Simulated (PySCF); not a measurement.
BeBrH₃Si, SMILES [SiH3][Be][Br].

Geometry optimised at ωB97X-D3(BJ)/def2-TZVP.

Method: ωB97X-D3(BJ)/def2-TZVP in PySCF 2.14.0.

Frequencies are harmonic and unscaled.

Modes within 1.5 cm⁻¹ of each other (mostly degenerate sets) share a row, with their intensities summed.

Computed normal modes with their intensities:
| mode | ν (cm⁻¹) | IR (km/mol) | moving atoms (share of kinetic energy) |
|---|---|---|---|
| 1–2 | 163 | 39.4 | Be 75 %, H 21 % |
| 3 | 271 | 4.8 | Si 63 %, Br 30 % |
| 4–5 | 497 | 1.7 | H 73 %, Be 17 %, Si 10 % |
| 6 | 881 | 379.1 | H 74 %, Be 23 % |
| 7 | 937 | 15.4 | Be 69 %, H 18 %, Si 10 % |
| 8–9 | 959 | 85.5 | H 98 % |
| 10 | 2227 | 60.7 | H 99 % |
| 11–12 | 2229 | 207.8 | H 96 % |
